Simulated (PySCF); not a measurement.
# Silicon: a sound run and one with changed settings

Sound run: Si⁺ [Ne] 3s2 3p1, Si²⁺ [Ne] 3s2. All numbers are calculated (PySCF 2.14, no relativity, point nucleus, in cc-pV(D+d)Z (4s3p2d, 23 functions)). In the sound run the correlated levels freeze [Ne]. The sound run starts from symmetry-adapted Hartree-Fock orbitals and uses a fine grid where one is needed.

Changed run: the spin-free X2C one-electron Hamiltonian (Gaussian nucleus). This setting is unsound on purpose.

| species | method | sound run (hartree) | changed run (hartree) | converged |
| --- | --- | --- | --- | --- |
| Si⁺ | UHF | -288.56942 | -289.11270 | yes |
| Si⁺ | PBE | -288.91819 | -289.46105 | yes |
| Si⁺ | M06-2X | -289.05128 | -289.59444 | yes |
| Si⁺ | MP2 | -288.60462 | -289.14790 | yes |
| Si⁺ | CCSD(T) | -288.62416 | -289.16738 | yes |
| Si²⁺ | UHF | -287.98806 | -288.53146 | yes |
| Si²⁺ | PBE | -288.31466 | -288.85766 | yes |
| Si²⁺ | M06-2X | -288.45924 | -289.00257 | yes |
| Si²⁺ | MP2 | -288.01698 | -288.56036 | yes |
| Si²⁺ | CCSD(T) | -288.03173 | -288.57505 | yes |

Ionisation energy of Si⁺:

| method | sound run (eV) | changed run (eV) |
| --- | --- | --- |
| UHF | 15.820 | 15.816 |
| PBE | 16.423 | 16.419 |
| M06-2X | 16.110 | 16.106 |
| MP2 | 15.991 | 15.988 |
| SCS-MP2 | 15.972 | 15.969 |
| CCSD | 16.102 | 16.100 |
| CCSD(T) | 16.121 | 16.118 |

Most of the change in total energy is the relativistic energy itself. On top of that the contraction fixes the core shape for the Hamiltonian it was made with, so the changed run is not a good calculation with the other Hamiltonian either.

For comparison, NIST gives 16.346 eV between the lowest levels.
